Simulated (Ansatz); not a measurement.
Born–Oppenheimer molecular dynamics of F$_{2}$H$_{4}$O$_{2}$Zr (9 atoms, charge 0, multiplicity 1). It starts at the highest image of a converged band, a first-order saddle point between two minima.

Computed with Ansatz, RKS BHLYP/def2-SVP.

```json
{
 "ensemble": "NVE (velocity Verlet)",
 "time step": "0.5 fs",
 "steps asked": "200",
 "starting velocities drawn for": "100 K",
 "seed": "4859"
}
```

First frame:

```xyz
9
Properties=species:S:1:pos:R:3
Zr 0.035 0.189 0.082
F 0.901 -0.097 2.155
O 1.619 -0.335 -0.834
H 2.293 -0.646 -1.425
O -1.027 1.208 -1.122
H -1.552 1.762 -1.685
F -1.134 -1.249 0.546
H 0.413 1.760 1.253
H 0.779 0.923 1.992
```

**Question.** How far do the bonds stretch over the last three quarters of this one trajectory? (Pairs bonded in most of those frames.)

**Answer.** 
```csv
bond,mean (Å),spread (Å),shortest,longest
Zr1–F2,1.959,0.129,1.76,2.14
Zr1–O3,1.900,0.013,1.88,1.93
Zr1–O5,1.935,0.028,1.88,1.97
Zr1–F7,1.905,0.009,1.90,1.93
O3–H4,0.949,0.016,0.93,0.97
O5–H6,0.949,0.002,0.95,0.95
H8–H9,0.757,0.008,0.74,0.77
```

Pairs bonded in part of these frames only: Zr1–H8 7 %, Zr1–H9 11 %.

Mean temperature of the second half: 1471 K. The conserved energy stayed within 0.092 meV per atom of its start (net change 0.035 meV per atom), so the integration is sound. The kinetic energy rose, since the run started high on the potential surface and went downhill. It ends in pieces (F2H2O2Zr + H2), so much of that is their flight and rotation, not heat. A run of 0.1 ps of so small a system gives no equilibrium averages. The orbitals stay closed-shell, which can raise the energy where a bond breaks towards radicals; this wasn't checked here.

The run took 7.3 min on 2 threads of Intel(R) Xeon(R) 6975P-C (Granite Rapids), on a shared host, peak memory 0.25 GiB.
